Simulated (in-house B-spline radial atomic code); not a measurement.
Configurations of Rb⁴⁺, with energies counted from [Ar] 3d10 4s2 (4p1/2)2 (4p3/2)1. Computed with an all-electron radial atomic-structure program (B-spline basis): Dirac-Hartree-Fock, average of each configuration as written, Fermi nucleus of rms radius 4.2036 fm. Energies include first-order Breit, QED and recoil terms.

Occupations are held fixed; configurations that lie above the ionisation limit could autoionise.

```tsv
configuration	E - E(ref) (eV)	highest orbital	its <r> (bohr)
[Ar] 3d10 4s1 (4p1/2)2 (4p3/2)2	19.72	4p3/2	1.536
[Ar] 3d10 4s2 (4p1/2)1 (4p3/2)1 (4f7/2)1	44.622	4f7/2	3.265
[Ar] 3d10 4s2 (4p1/2)2 (5d5/2)1	45.264	5d5/2	4.262
[Ar] 3d10 4s1 (4p1/2)2 (4p3/2)1 (5p1/2)1	55.575	5p1/2	3.31
[Ar] 3d10 4s1 (4p1/2)2 (4p3/2)1 (6d3/2)1	71.974	6d3/2	6.929
[Ar] 3d10 4s1 (4p3/2)3 (6g9/2)1	78.589	6g9/2	8.743
```

(1) Order these further configurations by energy, lowest first.
A. [Ne] 3s2 (3p1/2)1 (3p3/2)4 3d10 4s2 (4p1/2)2 (4p3/2)1 (6g9/2)1
B. [Ar] (3d3/2)4 (3d5/2)5 4s2 (4p1/2)1 (4p3/2)3
C. [Ar] 3d10 4s2 (4p3/2)3
D. [Ar] 3d10 4s2 (4p1/2)1 (4p3/2)2
E. [Ar] 3d10 4s1 (4p1/2)1 (4p3/2)2 (7f5/2)1

(2) How far above the reference does [Ar] (3d3/2)3 (3d5/2)6 4s2 (4p1/2)2 (4p3/2)1 (4f5/2)1 lie?

(3) How far above the reference does [Ar] (3d3/2)3 (3d5/2)6 4s2 (4p1/2)2 (4p3/2)1 (7d5/2)1 lie?

Answers

(1) D (0.53111 eV), C (2.2085 eV), E (79.027 eV), B (102.28 eV), A (303.24 eV).

(2) 150 eV; its least bound orbital is 4f5/2 with <r> = 3.154 bohr.

(3) 163.11 eV; its least bound orbital is 7d5/2 with <r> = 10.16 bohr.
